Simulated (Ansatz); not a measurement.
Reaction (germylene formation by 1,1-elimination): `[CH3][Ge]([F])([F])[Cl]` → `[F][Ge][Cl]` + `CF`

Calculated with Ansatz (gas phase, PBE0-D4/def2-TZVP geometries, no zero-point term in ΔE). CBS: MP2 limit from def2 TZ/QZ plus the TZ coupled-cluster correction, frozen cores. This one scheme is used for every species. Functionals use def2-TZVPP. For Ge outer-core shells are correlated without core-valence functions, which leaves a few kJ/mol of doubt a bond. Scalar relativity is left out up to krypton.

CCSD(T)/CBS gives +51.1 kcal/mol.

Question: Another level gave +54.7 kcal/mol. Which?
A. r2SCAN-D4/def2-TZVPP
B. revPBE-D4/def2-TZVPP
C. PBE0/def2-TZVPP
D. CCSD(T)/def2-TZVPP

Answer: D. CCSD(T)/def2-TZVPP 54.7, r2SCAN-D4 52.6, revPBE-D4 43.7, PBE0 48.6 kcal/mol.

Largest T1 diagnostic among the species: 0.014.

From BLYP to BHLYP (50 % exact exchange), in def2-TZVPP and without D4, ΔE moves by +12.6 kcal/mol. Leaving LDA and LC-ωPBE aside and taking each functional with its dispersion term where it has one, the values, not all of them listed here, spread over 18.3 kcal/mol, from BLYP-D4 to PBE-QIDH. LDA lies +9.2 kcal/mol from PBE without D4.
